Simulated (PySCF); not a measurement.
Bonds: Si1-C2, Si1-C3, Si1-C4, Si1-N5, N5-Si6. C2 carries H7, H8, H9; C3 carries H10, H11, H12; C4 carries H13, H14, H15; N5 carries H16; Si6 carries H17, H18, H19.

PySCF calculation with NMR shieldings at KT2/pcSseg-1/GIAO and coordinates at the PBE0-D3(BJ)/def2-SVP level; gas phase, equivalent nuclei averaged, relativity neglected, a single conformation.

References, each an isolated molecule treated in the same way: $^{13}$C, $^{1}$H, $^{29}$Si vs TMS; NH3 for $^{15}$N.

```csv
atoms,nucleus,count,δ (ppm)
H17/H18/H19,$^{1}$H,3,?
N5,$^{15}$N,1,16.5
Si1,$^{29}$Si,1,?
H7/H8/H9/H10/H11/H12/H13/H14/H15,$^{1}$H,9,0.11
Si6,$^{29}$Si,1,-59.3
H16,$^{1}$H,1,-0.67
C2/C3/C4,$^{13}$C,3,1.6
```

Estimate the values marked ?.

## Answers


- H17/H18/H19: 4.76 ppm, hydrogen on a silicon bonded to N
- Si1: 10.7 ppm, silicon bonded to 3 C, N

The OH or NH signal is concentration- and solvent-dependent in practice; the value given is the gas-phase one. Shifts are as computed. Against solution values, carbons near 30 ppm lie about +2 ppm off and those near 130 ppm about -5 ppm. Of 1211 compounds with measured shifts, 218 miss one by over three times the rms of a fit or turn the order of signals round; such compounds aren't used in these exercises. Experimental scales use liquid or dissolved standards, which lie at an offset from isolated NH3 (liquid NH3: subtract about 20 ppm).
